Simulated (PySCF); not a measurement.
NICS in isomers of C6H7N3O.

NICS = −σ at a ghost point: NICS(0) at the centroid of the ring atoms, NICS(1) 1 Å to either side along the normal of their mean plane, zz for the tensor component along that normal. Level: GIAO PBE0/pcSseg-1 (PySCF, non-relativistic, gas phase) on the GFN2-xTB geometries, one conformer each. Atom numbers follow the mapped SMILES.

Task: Order these rings by mean NICS(1)zz, lowest (most negative) first (ppm).
A. ring N4–N5–C6–C7–N10 in `[CH:1]#[C:2][CH2:3][n:4]1[n:5][cH:6][c:7]([O:8][CH3:9])[n:10]1`
B. ring C3–C4–C5–N8–N9–N10 in `[CH3:1][CH2:2][c:3]1[cH:4][c:5]([CH:6]=[O:7])[n:8][n:9][n:10]1`
C. ring C2–N3–N4–C5–C8–N10 in `[CH3:1][c:2]1[n:3][n:4][c:5]([CH:6]=[O:7])[c:8]([CH3:9])[n:10]1`
D. ring C4–N5–N6–C7–N8–C9 in `[CH3:1][C:2](=[O:3])[c:4]1[n:5][n:6][cH:7][n:8][c:9]1[CH3:10]`
E. ring C3–C4–N5–N6–C7–N10 in `[CH2:1]=[CH:2][c:3]1[cH:4][n:5][n:6][c:7]([O:8][CH3:9])[n:10]1`

Result: A (-29.4), B (-27.4), D (-26.1), C (-24.6), E (-21.7).

```csv
SMILES,ring,NICS(0),NICS(1),NICS(1)zz,HOMA,rms pucker (Å),ring atoms with four or more neighbours
C#CCn1ncc(OC)n1,5-membered ring with 3 N; formal bonds all aromatic,-13.2,-12.2,-29.4,0.97,0.00,0
CCc1cc(C=O)nnn1,6-membered ring with 3 N; formal bonds all aromatic,-4.6,-11.7,-27.4,0.98,0.01,0
CC(=O)c1nncnc1C,6-membered ring with 3 N; formal bonds all aromatic,-4.3,-11.1,-26.1,0.96,0.00,0
Cc1nnc(C=O)c(C)n1,6-membered ring with 3 N; formal bonds all aromatic,-3.8,-10.7,-24.6,0.96,0.00,0
C=Cc1cnnc(OC)n1,6-membered ring with 3 N; formal bonds all aromatic,-3.3,-9.6,-21.7,0.98,0.00,0
```

NICS(0) gives the same order. The isotropic NICS(1) gives the same order. HOMA uses Krygowski's 1993 parameters. NICS(1) and NICS(1)zz are means over the two faces.
